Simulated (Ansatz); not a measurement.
`[CH3][Sb]([CH3])[SiH3]` → `[CH3][SbH][CH3]` + `[SiH2]` at 700 K and 1 bar (silylene loss).

Isolated molecules relaxed with PBE0-D4/def2-TZVP in Ansatz; ΔE leaves out vibrations. CCSD(T)/CBS is the MP2 limit (def2-TZVPP, def2-QZVPP) plus CCSD(T) − MP2 in def2-TZVPP, frozen cores. This one scheme is used for every species. Elements past krypton have def2 core potentials. For Sb outer-core shells are correlated without core-valence functions, which leaves a few kJ/mol of doubt a bond.

```tsv
species	CCSD(T)/CBS energy (Eh)	H − E (kJ/mol)	S (J/(mol·K))
`[CH3][Sb]([CH3])[SiH3]`	-610.61906	349.1	530.2
`[CH3][SbH][CH3]`	-320.32575	275.5	426.2
`[SiH2]`	-290.19011	56.3	240.4
```

H − E and S are ideal-gas, rigid-rotor, harmonic terms from PBE0-D4/def2-TZVP. 1 Eh = 2625.50 kJ/mol, R = 8.31446 J/(mol·K).

Q: By hand: ΔE, ΔH, ΔS and ΔG.

A: ΔE = (-320.32575) + (-290.19011) − (-610.61906) = 0.10320 Eh = 271.0 kJ/mol. Δ(H − E) = 275.5 + 56.3 − 349.1 = -17.3, so ΔH = 253.7 kJ/mol. ΔS = 426.2 + 240.4 − 530.2 = 136.4 J/(mol·K). ΔG = 253.7 − 700 × (136.4)/1000 = 158.2 kJ/mol.

Q: By hand: the equilibrium constant, and the temperature at which ΔG would vanish if ΔH and ΔS stayed fixed.

A: log₁₀ K = −ΔG/(RT ln 10) = -11.8. ΔG = 0 at ΔH/ΔS = 1860 K.

The number of gas molecules changes by +1, which sets the sign of ΔS. A doubt of 5 kJ/mol in ΔE shifts log₁₀ K by 0.4 here. These are equilibria of isolated gas molecules and say nothing of rates. Largest T1 diagnostic: 0.014 (customary marks: 0.02 for closed shells, 0.045 for open ones).
